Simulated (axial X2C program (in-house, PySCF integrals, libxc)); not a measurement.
Potential curves of MoBr⁺, two-component

Calculated with an in-house relativistic program for diatomic molecules. Two-component (2c) means X2C with spin–orbit coupling and atomic mean-field two-electron Coulomb and Gaunt terms. Basis: Mo dyall-cv3z [11s12p9d5f3g], Br dyall-cv3z [8s9p6d4f1g] (cores contracted in-house); Gaussian nuclei, density fitting, unrestricted open shells. Masses: Mo 97.905 u, Br 78.918 u.

State: Ω = 1 (⟨Sz⟩ = 2.00, ⟨Lz⟩ = -1.00 at PBE0). Energies in eV from the fragments at the same level (Mo+ + Br). Fits are polynomials in 1 − R0/R over 0.85 to 1.23 times the lowest point R0.

| R (Å) | PBE0 | HF |
| --- | --- | --- |
| 2.0367 | -1.2490 | 1.2288 |
| 2.1303 | -1.8784 | 0.4008 |
| 2.2005 | -2.1359 | 0.0154 |
| 2.2708 | -2.2603 | -0.2185 |
| 2.3410 | -2.2864 | -0.3346 |
| 2.4229 | -2.2289 | -0.3571 |
| 2.5049 | -2.1085 | -0.2888 |
| 2.6102 | -1.9019 | -0.1072 |
| 2.7390 | -1.6194 | 0.2072 |
| 2.9263 | -1.2261 | 0.7523 |

The state is a single determinant with fixed occupations, the lowest that a limited PBE0 search found. De is counted from the lowest determinant-based energies of the atoms at the same level, without counterpoise correction. Density functionals use the spin component along the axis (collinear). The functionals have no current-density term, which raises determinants with orbital currents, atoms included. With several unpaired electrons one determinant need not be a pure state. Open-shell Ω = 0 determinants with evenly filled partner blocks cannot be reached by this program, so the Ω shown need not be the lowest component. The determinant is spin-polarised beyond a pure state at some levels (its spin-free form has ⟨S²⟩ too high), which makes Re and μ there less reliable. The lowest spin-free determinant has another configuration (M_S = 2, Λ = 0), so the order of states is uncertain and this need not be the ground state.

Task: What are Re, ωe and De at the PBE0 level?

Result: At PBE0, 2c: Re = 2.328 Å, ωe ≈ 307 cm⁻¹, De = 2.29 eV to Mo+ + Br; Be follows as 0.0712 cm⁻¹.

Task: Fit the HF curve near its minimum: give the equilibrium distance, the harmonic wavenumber and the well depth.

Result: At HF, 2c: Re = 2.399 Å, ωe ≈ 302 cm⁻¹, De = 0.36 eV to Mo+ + Br; Be follows as 0.067 cm⁻¹.
